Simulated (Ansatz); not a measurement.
Cost and result for the atomization energy of CH8AlNOSi (13 atoms, 14 bonds).

Cartesian coordinates in Å:
```
N -1.2020 0.4941 -0.6864
Si 0.3035 1.2005 0.0514
C 1.0004 -0.4229 0.6110
O 0.4795 -0.7781 1.9077
Al -0.1880 -1.3227 -0.7915
H -1.9902 0.4330 -0.0506
H -1.5293 0.9088 -1.5501
H -0.0890 2.1948 1.0893
H 0.9841 1.8710 -1.0864
H 2.0793 -0.5762 0.5261
H 0.9219 -0.2482 2.5767
H -1.1880 -2.4681 -0.3259
H 0.4178 -1.2859 -2.2713
```

The species carries charge 0 and has multiplicity 1. The bonds changed during the relaxation, so this is another structure than the one it started from. The geometry is a stationary point of PBE0-D4/def2-TZVP. It is one conformer, not always the lowest. Program: Ansatz. All runs use 4 threads of an Arm Neoverse V1 on a shared host. Times are those of one run each, without the atoms' runs, and a repeat can differ threefold. Electronic energies, without spin–orbit coupling; frozen cores. CCSD(T)/CBS adds CCSD(T) − MP2 in def2-TZVPP to the MP2 limit, and its time is that of the two runs behind it. T1 = 0.011. B3LYP takes the VWN-RPA correlation (the form of Gaussian; ORCA's B3LYP/G).

CCSD(T)/CBS is a level of theory with its own doubt, some kJ/mol a heavy atom from the limit and from the frozen cores, so smaller differences don't rank the functionals.

| level | functions | wall time |
| --- | --- | --- |
| PBE-D4/def2-TZVPP (with forces) | 289 | 3.4 s |
| PBE0-D4/def2-TZVPP | 289 | 4.2 s |
| r2SCAN-D4/def2-TZVPP (with forces) | 289 | 7 s |
| B3LYP-D4/def2-TZVPP (with forces) | 289 | 7 s |
| B2PLYP/def2-TZVPP | 289 | 7.5 s |
| ωB97X-V/def2-TZVPP | 289 | 11 s |
| ωB97M-V/def2-TZVPP (with forces) | 289 | 16 s |
| MP2/def2-QZVPP | 551 | 39 s |
| CCSD(T)/def2-TZVPP | 289 | 4.4 min |
| CCSD(T)/CBS(def2) | – | 5 min |

Q: What atomization energy does each give, and how far from CCSD(T)/CBS? (An estimate is asked.)

A: The calculation gave: 
```tsv
level	atomization (kcal/mol)	difference from CCSD(T)/CBS	per bond
PBE-D4/def2-TZVPP (with forces)	1037.4	6.6	0.5
PBE0-D4/def2-TZVPP	1021.3	-9.5	-0.7
r2SCAN-D4/def2-TZVPP (with forces)	1027.7	-3.1	-0.2
B3LYP-D4/def2-TZVPP (with forces)	1027.6	-3.2	-0.2
B2PLYP/def2-TZVPP	1013.7	-17.1	-1.2
ωB97X-V/def2-TZVPP	1034.8	4.0	0.3
ωB97M-V/def2-TZVPP (with forces)	1033.2	2.4	0.2
MP2/def2-QZVPP	1027.7	-3.1	-0.2
CCSD(T)/def2-TZVPP	1000.3	-30.5	-2.2
CCSD(T)/CBS(def2)	1030.8	0.0	0.0
```

The D4 term adds +11.8 kcal/mol with B3LYP and +6.2 kcal/mol with PBE0; it sums over pairs of atoms, weighted by their polarisabilities, and B3LYP, whose exchange is more repulsive, gets the larger term. In def2-TZVPP, CCSD(T) changes the Hartree–Fock value by +271.8 kcal/mol (the triples alone add +14.4 kcal/mol) and MP2 by +281.0 kcal/mol; breaking electron pairs costs correlation energy, which Hartree–Fock lacks. From PBE to PBE0 (25 % exact exchange), in def2-TZVPP and without D4, the atomization energy moves by −15.0 kcal/mol: exact exchange takes away binding that semilocal exchange gives to molecules.
